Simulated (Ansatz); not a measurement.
Geometry optimisation, RHF/def2-SVP in Ansatz.

Input:

```yaml
crystal:
  periodic: [false, false, false]
  atoms:
    - { symbol: Zn, position_ang: [0.186227, -0.43479, 0.566628] }
    - { symbol: "N", position_ang: [0.909344, 0.986586, -0.465753] }
    - { symbol: O, position_ang: [-0.611781, -1.714433, 1.515618] }
    - { symbol: H, position_ang: [-1.300051, 0.71142, -1.146615] }
    - { symbol: H, position_ang: [-1.893289, 0.344771, -1.19112] }
    - { symbol: H, position_ang: [1.349211, 0.747106, -1.338354] }
    - { symbol: H, position_ang: [1.496008, 1.665948, -0.013248] }
    - { symbol: H, position_ang: [-0.135569, -2.30651, 2.072744] }
basis:
  gaussian: { orbitals: def2-SVP }
hamiltonian:
  xc: hf
relax:
  f_tol: 0.03
  max_steps: 50
```

Launched with:

```bash
$ ansatz run input.yaml --threads 1 --pin off --max-ram 2048MiB --backend cpu --events-out ev --progress --plain --runs-dir out
```

Problem. Where does it end, and by what steps?

Solution. It converged. The force dipped under the threshold on the way, but the program's further checks kept it going. After 15 steps the energy has fallen by 0.199 eV; H5 moved furthest, 1.20 Å.

```tsv
step	energy less start (eV)	largest force component (eV/Å)	accepted
0	0.0000	2.062	yes
1	-0.1344	0.472	yes
2	-0.1575	0.318	yes
3	-0.1625	0.957	yes
4	-0.1717	0.360	yes
5	-0.1799	0.067	yes
6	-0.1871	0.267	yes
7	-0.1800	0.731	no
8	-0.1907	0.101	yes
9	-0.1926	0.194	yes
10	-0.1945	0.186	yes
11	-0.1960	0.191	yes
12	-0.1972	0.093	yes
13	-0.1980	0.069	yes
14	-0.1985	0.025	yes
15	-0.1986	0.017	yes
```

```xyz
8
Properties=species:S:1:pos:R:3
Zn 0.393 -0.690 0.804
N 0.873 0.660 -0.333
O -0.173 -2.003 1.868
H -1.564 1.093 -1.612
H -2.219 1.213 -1.955
H 1.359 0.522 -1.198
H 0.937 1.624 -0.069
H 0.394 -2.418 2.495
```

Whether the end is a true minimum wasn't checked by a vibrational analysis.

Time of the run: 16 s on 1 thread of Intel(R) Xeon(R) 6975P-C (Granite Rapids) (shared host), peak memory 0.16 GiB.
